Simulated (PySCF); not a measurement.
AsF2H2In, SMILES [F][In]([F])[AsH2]. Atoms are numbered in the order given.

```xyz
6

In     0.6890    -0.0061     0.0000
As    -1.9039     0.0634     0.0000
H     -1.9102    -0.9993     1.1026
H     -1.9102    -0.9993    -1.1026
F      1.8271     0.0114    -1.6025
F      1.8271     0.0114     1.6025
```

Coordinates come from a B3LYP-D3(BJ)/def2-SVP optimisation. The structure was generated by enumeration; whether it is a known compound was not checked. The def2 effective core potentials stand for the cores of In; spin–orbit coupling is left out.

Method: PySCF with TDDFT-PBE/def2-SVPD.

Vertical excitations. Isolated molecule, no solvent. State labels are in the subgroup Cs.

Computed lowest excited states:
| state | symmetry | energy (eV) | λ (nm) | f | main pairs |
|---|---|---|---|---|---|
| S1 | A' | 4.89 | 254 | 0.196 | HOMO→LUMO 77 % |
| S2 | A" | 5.03 | 247 | 0.008 | HOMO−1→LUMO 95 % |
| S3 | A" | 5.09 | 243 | 0.000 | HOMO−3→LUMO 98 % |
| S4 | A' | 5.12 | 242 | 0.005 | HOMO−2→LUMO 98 % |
| S5 | A' | 5.38 | 230 | 0.000 | HOMO→LUMO+1 52 %, HOMO−4→LUMO 47 % |
| S6 | A' | 5.56 | 223 | 0.057 | HOMO−4→LUMO 44 %, HOMO→LUMO+1 39 %, HOMO−5→LUMO 10 % |
| S7 | A' | 5.92 | 210 | 0.059 | HOMO−5→LUMO 55 %, HOMO−2→LUMO+1 37 % |
| S8 | A" | 6.01 | 206 | 0.000 | HOMO−1→LUMO+1 99 % |
| S9 | A" | 6.07 | 204 | 0.008 | HOMO−6→LUMO 52 %, HOMO−3→LUMO+1 46 % |
| S10 | A" | 6.17 | 201 | 0.001 | HOMO→LUMO+2 92 % |
| T1 | A' | 3.74 | 331 | 0 | HOMO→LUMO 99 % |
| T2 | A" | 4.73 | 262 | 0 | HOMO−1→LUMO 99 % |
| T3 | A' | 4.76 | 260 | 0 | HOMO−2→LUMO 94 % |
| T4 | A" | 4.86 | 255 | 0 | HOMO−3→LUMO 100 % |
Triplets are in the Tamm–Dancoff approximation, which puts them higher than full response would, so one can lie above its singlet here.
